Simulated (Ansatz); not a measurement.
Consider the cleavage of the Si–B bond: `[SiH3]BO[SiH3]` + `[OH][In]([Cl])[Cl]` → `[SiH3][O][In]([Cl])[Cl]` + `BO[SiH3]`.

Computed with Ansatz on PBE0-D4/def2-TZVP structures; ΔE is electronic, products minus reactants. CBS: MP2 limit from def2 TZ/QZ plus the TZ coupled-cluster correction, frozen cores. Functionals use def2-TZVPP. B3LYP here is the variant with VWN-RPA as its local correlation; programs differ in this. def2 core potentials past Kr. For In outer-core shells are correlated without core-valence functions, which leaves a few kJ/mol of doubt a bond. Each species was taken in one conformer, which may not be the lowest.

Q: Is it downhill or uphill in electronic energy at CCSD(T)/CBS, and by how much? (Estimate.)

A: Computed: Downhill: ΔE = -1.27 eV.

Q: What do these levels give: B97M-V, B3LYP-D4, BHLYP-D4, CAM-B3LYP-D4, ωB97M-V, PBE-QIDH, PBE0, r2SCAN0, RPA@PBE/def2-TZVPP, CCSD/def2-TZVPP, HF/def2-QZVPP, HF/CBS(def2)? (An estimate is asked.)

A: Ansatz gave: B97M-V -1.18, B3LYP-D4 -1.22, BHLYP-D4 -1.38, CAM-B3LYP-D4 -1.29, ωB97M-V -1.26, PBE-QIDH -1.24, PBE0 -1.07, r2SCAN0 -1.23, RPA@PBE/def2-TZVPP -1.25, CCSD/def2-TZVPP -1.30, HF/def2-QZVPP -1.57, HF/CBS(def2) -1.57 eV.

Largest T1 diagnostic among the species: 0.014.

At CCSD(T), def2-SVP lies +0.03 eV from the extrapolated value and def2-TZVPP +0.01 eV. From BLYP to BHLYP (50 % exact exchange), in def2-TZVPP and without D4, ΔE moves by −0.25 eV. In def2-TZVPP, CCSD(T) changes the Hartree–Fock value by +0.28 eV (the triples alone add +0.04 eV) and MP2 by +0.19 eV.
